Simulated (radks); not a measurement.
The numbers below are computed, except where a source is named.
How relativity changes the ionisation of the platinum ion Pt28+ ([Kr] 4d10 4f4) to Pt29+ ([Kr] 4d10 4f3). Spin-unpolarised spherical Kohn-Sham, PBE, point nucleus unless stated (finite: rms radius 5.427 fm), a radial shooting solver on a logarithmic mesh with Libxc functionals. A level marked "c x" has the speed of light scaled by that factor and shares open shells by 2j + 1; other Dirac levels either fill j = l - 1/2 first or share by 2j + 1.

| level | E(Pt28+) (hartree) | E(Pt29+) (hartree) | IE (eV) | HOMO | <r> HOMO (bohr) |
|---|---|---|---|---|---|
| non-rel. | -16963.0780 | -16927.3353 | 972.61 | 4f | 0.4076 |
| scalar-rel. | -18041.6399 | -18006.3446 | 960.43 | 4f | 0.4116 |
| scalar-rel., finite nucleus | -18037.8059 | -18002.5103 | 960.44 | 4f | 0.4116 |
| Dirac, 2j+1 shares | -18074.7657 | -18039.4852 | 960.03 | 4f7/2 | 0.4133 |
| Dirac, low j first | -18075.2130 | -18039.8317 | 962.77 | 4f5/2 | 0.4100 |
| Dirac, 2j+1 shares, finite nucleus | -18070.8895 | -18035.6085 | 960.04 | 4f7/2 | 0.4133 |
| Dirac, c x 0.75 | -19337.6494 | -19302.7555 | 949.51 | 4f7/2 | 0.4186 |
| Dirac, c x 1.25 | -17627.8193 | -17592.3685 | 964.67 | 4f7/2 | 0.4111 |
| Dirac, c x 10 | -16972.4523 | -16936.7141 | 972.49 | 4f7/2 | 0.4076 |

NIST Atomic Spectra Database: 980 eV (theoretical). The relativistic part of the total energy of Pt28+ is -1108 hartree (Dirac, 2j+1 shares, finite nucleus), 6.5 % of the non-relativistic value. Spin polarisation and multiplet splitting of open shells are left out at every level.

Beside tabulated values, note that relativity, absent from the non-relativistic runs, is large for the heavy elements, and spin-unpolarised runs miss the spin-polarisation part of the exchange energy of open shells.
